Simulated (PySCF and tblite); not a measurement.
Results of a calculation; reference values are marked as such.
Barrier and rate of a pyramidal inversion

System: C₆H₉N, numbered as in [CH2:1]=[CH:2][C:3]1=[CH:4][N:5]([CH3:6])[CH2:7]1.

Motion: pyramidal inversion at N5. Geometries: GFN2-xTB; energies: PBE0/pcSseg-1 + D3(BJ); zero-point and thermal terms from GFN2-xTB harmonic modes (soft modes blended into free rotors). Rate constants are transition-state-theory values, counting equivalent paths, without tunnelling. Run with tblite and PySCF.

```tsv
point	symmetry	E(GFN2) kcal/mol	E(DFT) kcal/mol	ZPE change kcal/mol	lowest mode cm⁻¹	dipole D
start	C1	0.0	0.0	0.00	102	1.64
saddle	Cs	2.0	3.8	-0.52	187i	2.71
end	C1	0.0	0.0	0.00	102	1.64
```

```
Electronic barrier                                      : 3.8 kcal/mol
Barrier with zero-point energy                          : 3.3 kcal/mol
ΔH‡ (298 K)                                             : 3.0 kcal/mol
ΔS‡ (298 K, symmetry apart)                             : -1.2 cal/(mol K)
Paths                                                   : 1 equivalent path
End point                                               : the same structure with atoms interchanged, or its mirror image
Mean lifetime of the start against this motion at 298 K : 50 ps
Cost                                                    : 38 s on 1 thread of Arm Neoverse V2, shared host (rough), peak memory 0.83 GiB, launched as `OMP_NUM_THREADS=1 python ens_run.py task.json out`
```

| T/K | ΔG‡ kcal/mol | k s⁻¹ |
| --- | --- | --- |
| 150 | 3.3 | 5.3×10⁷ |
| 200 | 3.3 | 1×10⁹ |
| 250 | 3.4 | 6.2×10⁹ |
| 298 | 3.4 | 2×10¹⁰ |
| 350 | 3.5 | 4.9×10¹⁰ |
| 400 | 3.6 | 9.4×10¹⁰ |
| 500 | 3.8 | 2.3×10¹¹ |

ΔG and ΔG‡ leave out symmetry numbers and mirror images; rates count paths: 1 out.
